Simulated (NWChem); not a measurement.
Molecule: C3H9Ge, doublet; SMILES C[C](C)[GeH3]

Results from NWChem. Spin-unrestricted. All runs use the structure optimised with PBE-D3(BJ)/def2-SVP, spin-unrestricted. No stability test was run on the SCF state.

### Question
Among these, which level gives the highest value of “highest occupied level (eV)”?
(A) PBE/cc-pVDZ
(B) PBE/aug-cc-pVDZ
(C) PBE/cc-pVTZ

### Answer
A, PBE/cc-pVDZ. Values: PBE/cc-pVTZ -4.37; PBE/aug-cc-pVDZ -4.37; PBE/cc-pVDZ -4.24
